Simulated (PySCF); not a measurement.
**RbAs: energy against distance**

Set-up: PySCF, scalar-relativistic core potentials, basis sets Rb def2-SVP with ECP28, As def2-SVP. Energies in eV from Rb + As in their ground configurations at the same level. All curves are PBE0. state 1: ³Σ⁻ (triplet), unpaired electrons π ↑↑; state 2: Ms = 0 determinant of mixed spin (⟨S²⟩ near 1.0), unpaired electrons π ↑↓, a mixture of terms (⟨Lz²⟩ = 2.0), a second solution, started from another occupation; state 3: ³Π (triplet), unpaired electrons σ ↑, π ↑, a second solution, started from another occupation; state 4: Ms = 0 determinant of mixed spin (⟨S²⟩ near 1.0), unpaired electrons σ ↓, π ↑, a second solution, started from another occupation.

| R (Å) | state 1 | state 2 | state 3 | state 4 |
| --- | --- | --- | --- | --- |
| 2.834 | -0.719 | -0.3771 | -0.5924 | -0.2658 |
| 2.966 | -0.955 | -0.6120 | -0.6997 | -0.3758 |
| 3.097 | -1.082 | -0.7365 | -0.7286 | -0.4079 |
| 3.196 | -1.126 | -0.7774 | -0.7144 | -0.3962 |
| 3.295 | -1.137 | -0.7849 | -0.6779 | -0.3623 |
| 3.394 | -1.123 | -0.7674 | -0.6255 | -0.3124 |
| 3.526 | -1.079 | -0.7159 | -0.5381 | -0.2281 |
| 3.690 | -0.997 | -0.6218 | -0.4116 | -0.1052 |
| 3.888 | -0.881 | -0.4849 | -0.2475 | 0.0546 |
| 4.152 | -0.725 | -0.2882 | -0.0253 | 0.2704 |

Put a parabola through the three lowest points of the state 1 curve and estimate Re, k and ωe (reduced mass 39.8 u; 1 eV/Å² = 0.16022 mdyn/Å; ωe = 1302.8·√(k/μ) cm⁻¹).

Through R = 3.196, 3.295, 3.394 Å the second-order coefficient is 1.28 eV/Å², so Re ≈ 3.289 Å, k ≈ 0.409 mdyn/Å and ωe ≈ 132 cm⁻¹. A polynomial fit of higher order to the unrounded PBE0 energies gives Re = 3.285 Å, k = 0.408 mdyn/Å, ωe = 132 cm⁻¹; anharmonicity and rounding make the difference.

The higher-order fit for each curve: state 1: Re = 3.285 Å, ωe = 132 cm⁻¹, De = 1.14 eV; state 2: Re = 3.271 Å, ωe = 137 cm⁻¹, minimum 0.79 eV below the ground-state fragments; state 3: Re = 3.094 Å, ωe = 144 cm⁻¹, minimum 0.73 eV below the ground-state fragments; state 4: Re = 3.103 Å, ωe = 142 cm⁻¹, minimum 0.408 eV below the ground-state fragments.

⟨S²⟩ of the unrestricted solution departs from its pure value on part of the curve, where spin states mix. Spin–orbit coupling is left out. The state was picked by a PBE0 search and need not be the measured ground state.
